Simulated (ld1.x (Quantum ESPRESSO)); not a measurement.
## u(r) = r·R(r): atom against pseudo-atom (boron)

Columns: radius, all-electron u(r) and pseudo u(r) of the 2s shell (level -31.48 eV) of boron in the configuration [He] 2s1 2p0; PBE, scalar-relativistic, RRKJ scheme, ld1.x (Quantum ESPRESSO) 7.5.

| r (bohr) | all-electron | pseudo |
| --- | --- | --- |
| 0.095 | 0.3181 | -0.0125 |
| 0.190 | 0.3656 | -0.0357 |
| 0.285 | 0.2783 | -0.0775 |
| 0.380 | 0.1303 | -0.1413 |
| 0.475 | -0.0374 | -0.2253 |
| 0.570 | -0.2021 | -0.3233 |
| 0.665 | -0.3519 | -0.4268 |
| 0.760 | -0.4810 | -0.5269 |
| 0.855 | -0.5872 | -0.6161 |
| 0.950 | -0.6715 | -0.6899 |
| 1.045 | -0.7357 | -0.7463 |
| 1.140 | -0.7808 | -0.7858 |
| 1.235 | -0.8085 | -0.8101 |
| 1.330 | -0.8209 | -0.8211 |
| 1.425 | -0.8204 | -0.8204 |
| 1.520 | -0.8088 | -0.8088 |
| 1.615 | -0.7886 | -0.7886 |
| 1.710 | -0.7616 | -0.7616 |
| 1.805 | -0.7296 | -0.7296 |
| 1.900 | -0.6940 | -0.6940 |
| 1.995 | -0.6561 | -0.6561 |
| 2.090 | -0.6170 | -0.6170 |
| 2.185 | -0.5776 | -0.5776 |
| 2.280 | -0.5384 | -0.5384 |
| 2.375 | -0.5000 | -0.5000 |
| 2.470 | -0.4628 | -0.4628 |

Problem. How many radial nodes do the two functions have?

Solution. The all-electron 2s function has n − l − 1 = 1; the pseudo-wave has 0, since the states of the same l below it are removed with the core.

Problem. At about which radius was the pseudo-wave matched?

Solution. 1.40 bohr, where the columns begin to agree (steps of 0.10 bohr).

Problem. Is the pseudo-wave norm-conserving?

Solution. Yes: the RRKJ scheme keeps the norm inside the radius equal to the all-electron one, which fixes the energy derivative of the logarithmic derivative at the level.
